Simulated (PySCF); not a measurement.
Job file and geometry (Å, from GFN2-xTB) of an NMR shielding run on SMILES C[N+]1(C)C[CH2][AlH2-]1, C4H12AlN, GIAO PBE0/pcSseg-1 NMR shielding, non-relativistic, gas phase in PySCF 2.14.0, density-fitted response routines; density fitting, a coarse starting grid and PySCF grid level 2 are the driver's defaults:

```
$ OMP_NUM_THREADS=1 python probes_run.py task.json out

{"job": {"kind": "nmr", "xc": "PBE0", "basis": "pcSseg-1"}, "charge": 0, "multiplicity": 1}
C     -0.964328     0.634992    -1.050970
N     -0.422558     0.004999     0.139446
C     -1.482238    -0.581356     0.941479
C      0.613944    -0.977994    -0.228146
C      1.900651    -0.167411    -0.473475
Al     1.136233     1.225836     0.786966
H     -1.435966    -0.094269    -1.718904
H     -1.698450     1.386776    -0.762915
H     -0.152050     1.138511    -1.577334
H     -2.214066     0.183975     1.197104
H     -1.988880    -1.394895     0.409813
H     -1.055494    -0.967282     1.866184
H      0.758399    -1.633712     0.632714
H      0.285543    -1.593711    -1.075399
H      2.005067     0.059970    -1.541748
H      2.768790    -0.785464    -0.224982
H      1.190626     0.897757     2.311367
H      0.746018     2.669594     0.357144
```

Task: Write the output of this run.

Result: 
```
coarse grid: 14472 points
cycle   1  E = -456.3268088666  dE =  4.525e-01  |g| = 4.032e-01  |ddm| = 3.541e+00
cycle   2  E = -456.3186796779  dE =  8.129e-03  |g| = 4.486e-01  |ddm| = 8.051e-01
cycle   3  E = -456.3714330782  dE = -5.275e-02  |g| = 4.904e-02  |ddm| = 4.518e-01
cycle   4  E = -456.3720010915  dE = -5.680e-04  |g| = 1.738e-02  |ddm| = 6.126e-02
cycle   5  E = -456.3720707101  dE = -6.962e-05  |g| = 4.978e-03  |ddm| = 1.833e-02
cycle   6  E = -456.3720763573  dE = -5.647e-06  |g| = 1.423e-03  |ddm| = 4.981e-03
final grid: 132184 points
cycle   7  E = -456.4061362064  dE = -3.238e-05  |g| = 8.777e-03  |ddm| = 2.737e-02
cycle   8  E = -456.4061253101  dE =  1.090e-05  |g| = 1.097e-02  |ddm| = 1.784e-02
cycle   9  E = -456.4061564163  dE = -3.111e-05  |g| = 1.024e-03  |ddm| = 1.025e-02
cycle  10  E = -456.4061566191  dE = -2.028e-07  |g| = 2.093e-04  |ddm| = 7.537e-04
cycle  11  E = -456.4061566269  dE = -7.778e-09  |g| = 6.020e-05  |ddm| = 1.695e-04
cycle  12  E = -456.4061566276  dE = -7.013e-10  |g| = 2.264e-05  |ddm| = 6.484e-05
converged SCF energy = -456.4061566276

GIAO shielding tensors (ppm)
atom      isotropic    diamagn.    paramagn.     s11        s22        s33       span
  0 C      140.231     248.794    -108.563    109.331    133.357    178.006     68.675
  1 N      216.183     323.028    -106.845    191.912    208.973    247.664     55.752
  2 C      138.273     246.426    -108.153    108.363    121.437    185.020     76.658
  3 C      125.551     250.813    -125.263     91.704    114.325    170.623     78.919
  4 C      181.082     250.867     -69.785    164.413    179.008    199.824     35.411
  5 Al     390.171     795.533    -405.363    368.591    395.278    406.643     38.051
  6 H       29.940      31.088      -1.148     26.511     27.208     36.100      9.589
  7 H       29.365      31.037      -1.672     25.497     26.792     35.805     10.308
  8 H       28.126      31.376      -3.250     23.822     27.527     33.028      9.206
  9 H       29.369      30.195      -0.826     25.284     26.638     36.185     10.901
 10 H       29.544      30.194      -0.650     26.307     26.670     35.654      9.347
 11 H       28.939      30.563      -1.625     24.466     27.256     35.095     10.629
 12 H       28.423      33.195      -4.772     23.811     28.904     32.555      8.744
 13 H       28.796      32.281      -3.485     23.891     28.637     33.861      9.970
 14 H       30.751      31.348      -0.598     26.092     29.378     36.783     10.691
 15 H       30.947      30.356       0.591     26.078     28.510     38.252     12.174
 16 H       27.221      30.691      -3.470     24.198     25.717     31.748      7.551
 17 H       27.286      30.366      -3.080     23.907     25.756     32.197      8.291
```

Size and cost of the density-fitted run: 169 basis functions, 53 s wall time on 1 thread of an Arm Neoverse N1, shared host; peak memory 0.72 GiB.
